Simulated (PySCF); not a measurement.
An unknown is described by computed data only.

Formula: C8H13GeN.

* 13C NMR: chemical shifts (computed TMS as zero) by class: 142.0 (1 C), 141.8 (2 C), 121.8 (2 C), -1.4 (3 C) ppm [GIAO KT3/pcSseg-1]
* Dipole: 2.85 D [B3LYP/def2-SVPD]
* NMR, other nuclei: isotropic shieldings of nuclei other than C and H, by class: -68 (1 N), 1342 (1 Ge) ppm [GIAO KT3/pcSseg-1]
* UV, strongest line: among the 10 lowest singlet transitions: S8 at 6.54 eV (190 nm, f = 0.258) [TDDFT B3LYP/def2-SVPD]
* Rotational structure: rotational constants A, B, C: 1.971, 0.617, 0.560 GHz [PBE0-D3(BJ)/def2-SVP]
* UV, first state: lowest singlet excitation: 4.57 eV (271 nm, f = 0.006) [TDDFT B3LYP/def2-SVPD]
* Triplet: lowest triplet excitation (Tamm–Dancoff): 3.96 eV [TDA B3LYP/def2-SVPD]
* Polarisability: 130.3 au [B3LYP/def2-SVPD]
* 1H NMR: chemical shifts (computed TMS as zero) by class: 8.37 (2 H), 6.93 (2 H), 0.33 (9 H) ppm [GIAO KT3/pcSseg-1]
* Valence photoelectron: vertical ionisation energy: 8.98 eV [ΔSCF B3LYP/def2-SVPD]

Gas-phase values; electronic properties from PySCF, density fitting. Levels stand in brackets. Geometry: PBE0-D3(BJ)/def2-SVP; no solvent, vibrations or thermal averaging. The calculation is non-relativistic and has no spin–orbit coupling, an omission that weighs most on germanium. NMR classes are plain means over equivalent atoms (diastereotopic ones count apart unless rotation or inversion swaps them), as if these changed places fast.

Problem. Propose a structure and show how it fits.

Solution. Numbering: `[CH3:1][Ge:2]([CH3:3])([CH3:4])[c:5]1[cH:6][cH:7][n:8][cH:9][cH:10]1`. 8 carbons fall into 4 classes; from least to most shielded: substituted aromatic carbon [C5] (142.0 ppm), aromatic CH next to a ring nitrogen [C7/C9] (141.8 ppm, 2 C), aromatic CH carbon [C6/C10] (121.8 ppm, 2 C), chain sp3 carbon bound to germanium [C1/C3/C4] (-1.4 ppm, 3 C, up to 4.1 ppm apart in this geometry). Hydrogen classes from least to most shielded: 2 H on 2 like atoms (aromatic CH next to a ring nitrogen), C7/C9 (8.37 ppm), 2 H on 2 aromatic CH carbons, C6/C10 (6.93 ppm), 9 H on 3 like atoms (sp3 carbon bound to germanium), C1/C3/C4 (0.33 ppm). The other shieldings belong to: -68 ppm, pyridine-type nitrogen [N8]; 1342 ppm, germanium bonded to 4 C [Ge2]. S1 is mainly HOMO→LUMO (weight 0.99); the largest Löwdin shares of the orbital it empties are 0.51 on the pyridine-type nitrogen, 0.10 on each of 2 atoms of one kind (aromatic CH next to a ring nitrogen) and 0.06 on an aromatic CH carbon, of the orbital it fills 0.24 on the substituted aromatic carbon, 0.22 on the pyridine-type nitrogen, 0.12 on an aromatic CH carbon and 0.11 on an aromatic CH next to a ring nitrogen. The optimised geometry has point group C1 and is an asymmetric top. Structure: `[CH3][Ge]([CH3])([c]1ccncc1)[CH3]`. Computed isomers that give other values at the same levels: `N#[C][Ge]1([CH]2CCC2)[CH2]C[CH2]1` (rotational constant A: 1.309 GHz; this holds for the one conformer computed). The assignments are read from this structure; whether some other isomer fits the data as well wasn't checked. NMR values of atoms bound to Ge lack the spin–orbit term that these neighbours bring.

Shape of the structure used: `[CH3:1][Ge:2]([CH3:3])([CH3:4])[c:5]1[cH:6][cH:7][n:8][cH:9][cH:10]1`: C1–Ge2–C5–C6 -128°.
